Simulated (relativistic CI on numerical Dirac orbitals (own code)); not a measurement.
**Spin-allowed bands of a d3 ion in an octahedral site, by hand**

Problem. A d3 ion in an octahedral site has a 4A2 ground term and spin-allowed bands at ν1 = 29500 and ν2 = 37066 cm⁻¹ (from a computed ligand-field model). Find Δ and the Racah parameter B, and predict the third band.

Working.
1. The F term splits into A2 (−1.2Δ), T2 (−0.2Δ) and T1 (+0.6Δ), so ν1 = E(T2) − E(A2) = Δ = 29500 cm⁻¹.
2. T1(F) mixes with T1(P), which lies at 15B, through an element 0.4Δ. The two roots, counted from A2, are ν2,3 = ½(15B + 3Δ) ∓ ½√[(15B − Δ)² + 12BΔ].
3. Solving the lower root for B gives B = (2ν1² + ν2² − 3ν1ν2)/(15ν2 − 27ν1) = -165952644/-240510 = 690 cm⁻¹.
4. The sum of the roots is 15B + 3Δ, so ν3 = 15B + 3ν1 − ν2 = 61784 cm⁻¹ (162 nm).

Check. The bands were computed by exact diagonalisation of the d3 shell with B = 690 and Δ = 29500 cm⁻¹, which gives ν3 = 61784 cm⁻¹. C does not enter the terms of highest spin.
